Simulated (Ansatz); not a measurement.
A run for Ansatz (a quantum-chemistry and plane-wave program): U-B3LYP/cc-pV(T+d)Z on FH3Si (SMILES F[SiH3]), a point of a bond scan (R = 5.140 Å). Files ending in .json are basis or fitting sets from the Basis Set Exchange.

Ansatz 0.2 input:
```yaml
crystal:
  periodic: [false, false, false]
  atoms:
    - {symbol: F, position_ang: [4.58122858, -0.07188618, -0.71518923]}
    - {symbol: Si, position_ang: [-0.49646928, 0.00779033, 0.07750530]}
    - {symbol: H, position_ang: [-0.94494949, 1.41511357, 0.06667951]}
    - {symbol: H, position_ang: [-0.77052837, -0.61593767, 1.38810265]}
    - {symbol: H, position_ang: [-1.14675391, -0.75426329, -1.00795064]}
basis:
  gaussian:
    orbitals: cc-pV_T+d_Z.json
hamiltonian:
  xc: {name: B3LYP}
magnetization: {spin_polarized: true, initial_magnetization: 0}
```

Program output:

```
WARN ansatz: RAYON_NUM_THREADS=2 ignored (pool sized by the plan → 2); use --threads N
Functional definition: B3LYP
integrals: 0.02 GiB planned
643 factors; their error is unknown
mean field: 0.32 GiB planned
mean field evaluation 1: about -10632.2959 eV, gradient 3.9e1 eV
mean field evaluation 2: about -10261.7984 eV, gradient 1.2e2 eV
mean field evaluation 4: about -10633.0774 eV, gradient 3.5e1 eV
mean field evaluation 8: about -10635.0678 eV, gradient 2.5e1 eV
mean field evaluation 16: about -10640.6241 eV, gradient 1.0e0 eV
mean field evaluation 32: about -10635.0031 eV, gradient 2.5e1 eV
mean field evaluation 64: about -10640.5672 eV, gradient 2.5e-1 eV
mean field evaluation 96: about -10640.6380 eV, gradient 2.6e-1 eV
mean field -10640.64348761 eV, -391.0364356823 hartree, gradient 3.0e-6 eV, S^2 0.832502; 9 other end points of the search recorded, 0 dependent functions left out
reference -10640.64371427 eV, -391.0364440120 hartree; 13, 13 occupied and 98, 98 virtual orbitals, 643 factors
Total energy: -10640.64371427 eV, -391.0364440120 hartree
```

The run converged. Its determinant has ⟨S²⟩ = 0.83, a mixture of spin states.

Cost: very roughly 13 core-seconds.
